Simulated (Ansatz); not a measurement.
Steps of a relaxation of C3H8BClOS, SMILES `CC(C)OB(S)Cl` with RKS PBE0-D4/def2-TZVP.

```sh
$ ansatz run in.yaml --threads 2 --pin off --events-out ev --progress --plain --max-ram 32768MiB --backend cuda --devices 0, --max-vram 18GiB
```

```yaml
crystal:
  periodic: [false, false, false]
  atoms:
    - {symbol: C, position_ang: [-0.259410, 0.189990, -1.607220]}
    - {symbol: C, position_ang: [0.325320, -0.378200, -0.319060]}
    - {symbol: C, position_ang: [-0.121230, -1.813170, -0.070720]}
    - {symbol: O, position_ang: [-0.125260, 0.410790, 0.788630]}
    - {symbol: B, position_ang: [0.451690, 1.496920, 1.279250]}
    - {symbol: S, position_ang: [-0.366170, 2.305820, 2.679720]}
    - {symbol: Cl, position_ang: [1.945670, 2.163270, 0.651480]}
    - {symbol: H, position_ang: [0.064540, 1.219050, -1.742190]}
    - {symbol: H, position_ang: [-1.345710, 0.166520, -1.565410]}
    - {symbol: H, position_ang: [0.077810, -0.398690, -2.455080]}
    - {symbol: H, position_ang: [1.421080, -0.323090, -0.359410]}
    - {symbol: H, position_ang: [-1.204650, -1.855180, 0.003460]}
    - {symbol: H, position_ang: [0.306020, -2.185400, 0.856480]}
    - {symbol: H, position_ang: [0.205140, -2.446840, -0.889690]}
    - {symbol: H, position_ang: [-1.374850, 1.448210, 2.749750]}
basis:
  gaussian: {orbitals: def2-TZVP}
hamiltonian: {xc: pbe0, dispersion: d4}
relax: {f_tol: 0.005, max_steps: 150}
```

Positions (Å) and forces (eV/Å) along the path, 8 of 9 steps:

```xyz
15
step=1 energy=-29314.8000 eV
C    -0.259    0.190   -1.607    0.238   -0.067    0.516
C     0.325   -0.378   -0.319   -0.126   -0.133   -0.269
C    -0.121   -1.813   -0.071    0.233    0.578    0.055
O    -0.125    0.411    0.789   -0.279   -0.751   -0.423
B     0.452    1.497    1.279   -0.296    0.194    0.448
S    -0.366    2.306    2.680    0.534    0.583    0.071
Cl    1.946    2.163    0.651    0.300    0.195   -0.074
H     0.065    1.219   -1.742    0.032    0.130   -0.082
H    -1.346    0.167   -1.565   -0.162   -0.015   -0.019
H     0.078   -0.399   -2.455    0.035   -0.081   -0.176
H     1.421   -0.323   -0.359   -0.110   -0.028    0.011
H    -1.205   -1.855    0.003   -0.175   -0.036   -0.008
H     0.306   -2.185    0.856    0.050   -0.098    0.120
H     0.205   -2.447   -0.890    0.042   -0.135   -0.130
H    -1.375    1.448    2.750   -0.317   -0.335   -0.040
15
step=2 energy=-29314.8310 eV
C    -0.259    0.193   -1.606    0.082   -0.074    0.232
C     0.316   -0.383   -0.325   -0.001   -0.059   -0.102
C    -0.113   -1.816   -0.075    0.071    0.242   -0.043
O    -0.145    0.391    0.787   -0.120   -0.189   -0.062
B     0.437    1.480    1.291   -0.256    0.083    0.208
S    -0.343    2.337    2.686    0.241    0.116   -0.072
Cl    1.936    2.151    0.661    0.239    0.092   -0.083
H     0.063    1.226   -1.743    0.013    0.030   -0.018
H    -1.349    0.167   -1.572   -0.054    0.000   -0.020
H     0.080   -0.391   -2.462    0.006   -0.023   -0.064
H     1.410   -0.323   -0.357   -0.027    0.002    0.002
H    -1.200   -1.873   -0.009   -0.052   -0.032   -0.004
H     0.312   -2.189    0.857    0.016   -0.017    0.027
H     0.224   -2.452   -0.893    0.008   -0.061   -0.037
H    -1.368    1.483    2.757   -0.164   -0.111    0.035
15
step=3 energy=-29314.8353 eV
C    -0.263    0.187   -1.606   -0.017    0.009   -0.047
C     0.308   -0.382   -0.328    0.034   -0.006   -0.046
C    -0.102   -1.815   -0.085   -0.026   -0.048    0.008
O    -0.173    0.387    0.782   -0.048    0.155    0.038
B     0.409    1.486    1.281    0.042   -0.173    0.220
S    -0.317    2.355    2.696   -0.038   -0.078   -0.147
Cl    1.957    2.109    0.683   -0.021    0.051   -0.062
H     0.053    1.223   -1.746   -0.007   -0.013   -0.001
H    -1.356    0.154   -1.582    0.025    0.004   -0.002
H     0.081   -0.394   -2.465   -0.009    0.015    0.019
H     1.400   -0.308   -0.351    0.002    0.009    0.009
H    -1.191   -1.894   -0.030    0.036   -0.005   -0.001
H     0.319   -2.184    0.852   -0.011    0.000   -0.015
H     0.251   -2.453   -0.899   -0.004    0.024    0.024
H    -1.375    1.528    2.796    0.042    0.055    0.002
15
step=4 energy=-29314.8376 eV
C    -0.261    0.190   -1.599   -0.038    0.043   -0.083
C     0.308   -0.386   -0.324    0.054   -0.023   -0.020
C    -0.102   -1.819   -0.091   -0.033   -0.100    0.013
O    -0.173    0.375    0.791    0.051    0.130    0.139
B     0.423    1.461    1.304   -0.075    0.064   -0.096
S    -0.316    2.367    2.689   -0.019   -0.148   -0.074
Cl    1.941    2.123    0.652   -0.074   -0.068    0.074
H     0.057    1.226   -1.734   -0.010   -0.019    0.005
H    -1.354    0.159   -1.577    0.031    0.002    0.005
H     0.083   -0.387   -2.462   -0.006    0.013    0.035
H     1.399   -0.313   -0.345    0.005    0.007    0.000
H    -1.191   -1.902   -0.040    0.041    0.006   -0.001
H     0.317   -2.194    0.845   -0.012    0.002   -0.017
H     0.255   -2.454   -0.907   -0.005    0.032    0.026
H    -1.386    1.554    2.798    0.091    0.059   -0.005
15
step=5 energy=-29314.8387 eV
C    -0.267    0.193   -1.600    0.002   -0.025    0.013
C     0.305   -0.388   -0.326   -0.013    0.107    0.148
C    -0.097   -1.825   -0.092   -0.019    0.040    0.003
O    -0.182    0.380    0.795    0.038   -0.182   -0.197
B     0.417    1.463    1.294   -0.011    0.116    0.102
S    -0.317    2.378    2.672    0.007   -0.028    0.001
Cl    1.953    2.100    0.675    0.013   -0.012   -0.029
H     0.049    1.228   -1.736    0.004   -0.002    0.012
H    -1.359    0.160   -1.575   -0.002   -0.001   -0.005
H     0.077   -0.384   -2.461   -0.004   -0.002   -0.014
H     1.396   -0.303   -0.341   -0.013   -0.014   -0.018
H    -1.185   -1.911   -0.049   -0.005   -0.015   -0.002
H     0.317   -2.197    0.846    0.005    0.008   -0.001
H     0.269   -2.454   -0.906    0.000   -0.001   -0.003
H    -1.375    1.560    2.803   -0.002    0.012   -0.010
15
step=6 energy=-29314.8400 eV
C    -0.268    0.192   -1.598    0.013    0.015   -0.015
C     0.306   -0.385   -0.324   -0.011    0.017    0.013
C    -0.099   -1.821   -0.089    0.032   -0.019   -0.004
O    -0.175    0.379    0.792   -0.004    0.022    0.017
B     0.419    1.466    1.299    0.035   -0.070   -0.078
S    -0.312    2.363    2.682   -0.017    0.045    0.043
Cl    1.953    2.100    0.670   -0.004    0.005    0.011
H     0.046    1.228   -1.729   -0.004   -0.001   -0.010
H    -1.360    0.157   -1.574   -0.003   -0.002    0.007
H     0.077   -0.382   -2.461    0.001    0.001    0.001
H     1.398   -0.306   -0.346   -0.014   -0.011   -0.004
H    -1.186   -1.911   -0.044   -0.007    0.012   -0.001
H     0.319   -2.192    0.848   -0.001   -0.006    0.000
H     0.266   -2.451   -0.904   -0.003    0.002    0.010
H    -1.385    1.561    2.781   -0.012   -0.010    0.009
15
step=7 energy=-29314.8402 eV
C    -0.272    0.189   -1.605   -0.004    0.008    0.005
C     0.305   -0.382   -0.329    0.008   -0.003    0.007
C    -0.096   -1.818   -0.088    0.000    0.002    0.000
O    -0.178    0.385    0.785   -0.013   -0.009   -0.007
B     0.422    1.462    1.302    0.013    0.011   -0.008
S    -0.312    2.362    2.687    0.002   -0.005   -0.001
Cl    1.965    2.092    0.689   -0.005   -0.003    0.001
H     0.041    1.226   -1.742   -0.004    0.001   -0.003
H    -1.363    0.153   -1.577    0.001    0.004   -0.002
H     0.072   -0.388   -2.466    0.003   -0.004    0.005
H     1.396   -0.300   -0.353    0.000   -0.003    0.003
H    -1.184   -1.908   -0.046    0.000   -0.003    0.002
H     0.318   -2.183    0.853    0.001    0.001   -0.002
H     0.273   -2.452   -0.896    0.000    0.004   -0.001
H    -1.387    1.561    2.786   -0.002    0.000    0.000
15
step=9 energy=-29314.8403 eV
C    -0.271    0.190   -1.604    0.000    0.000    0.000
C     0.305   -0.382   -0.328    0.001   -0.002    0.001
C    -0.096   -1.818   -0.088    0.000    0.001   -0.001
O    -0.179    0.385    0.786    0.000   -0.001   -0.001
B     0.422    1.463    1.301    0.001    0.001    0.000
S    -0.312    2.362    2.686    0.000    0.001    0.001
Cl    1.964    2.091    0.687   -0.001   -0.001    0.000
H     0.041    1.226   -1.741    0.000    0.001    0.000
H    -1.363    0.154   -1.577    0.000    0.001    0.000
H     0.073   -0.388   -2.465    0.000    0.000    0.000
H     1.396   -0.300   -0.351   -0.001    0.000    0.001
H    -1.184   -1.909   -0.043    0.000    0.000    0.001
H     0.321   -2.185    0.851    0.001    0.000    0.000
H     0.271   -2.451   -0.899    0.000    0.001    0.000
H    -1.387    1.562    2.785    0.000    0.000    0.000
```

Run time 30 s (2 threads of an AMD EPYC 7R13 on a shared host and a share of an NVIDIA H100 80 GB); peak host memory 0.9 GiB.
